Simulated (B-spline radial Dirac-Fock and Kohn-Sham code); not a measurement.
**Binding energies of Cd⁷⁺ at several levels of theory**

System: the Cd⁷⁺ ion, configuration [Kr] 4d5.

The density-functional columns are spherical, spin-unpolarised Dirac-Kohn-Sham results without Breit or QED terms: −ε is minus the orbital energy of the initial state and ΔSCF the difference of two total energies. The reference in the last column comes from Dirac-Fock (average of configuration) total-energy differences with a finite nucleus, the Breit interaction including its frequency dependence, and self-energy and vacuum-polarisation corrections. All numbers are from a radial B-spline solver, in eV; a selection of levels is shown. The Kohn-Sham columns are given as differences from the reference. For the 1s level of heavy atoms much of the gap between ΔSCF and the reference is the Breit and QED part, -84.1 eV here; for other levels the error of the functional can be larger.

```csv
level,PBE −ε − DF,PBE ΔSCF − DF,LDA −ε − DF,LDA ΔSCF − DF,Dirac-Fock
1s,-217.3,+108.6,-249.6,+75.3,26848.0
2s,-105.3,-44.3,-109.1,-47.9,4163.1
2p1/2,-80.5,-5.6,-81.8,-6.9,3866.7
2p3/2,-83.2,-12.2,-84.2,-13.1,3676.9
3s,-54.3,-30.6,-55.5,-31.8,908.9
3p1/2,-44.1,-19.9,-44.5,-20.2,789.9
3p3/2,-43.7,-20.1,-44.1,-20.4,755.1
3d3/2,-26.9,-1.4,-26.6,-1.0,546.0
3d5/2,-27.2,-1.9,-26.8,-1.5,539.2
4s,-20.2,-8.3,-20.4,-8.4,240.5
4p1/2,-14.0,-2.4,-13.9,-2.4,198.1
4p3/2,-13.9,-2.6,-14.0,-2.6,191.6
4d,-8.8,+1.4,-8.7,+1.6,127.8
```

Values without a named source are computed, but for edge energies of neutral atoms, which are taken from tables.
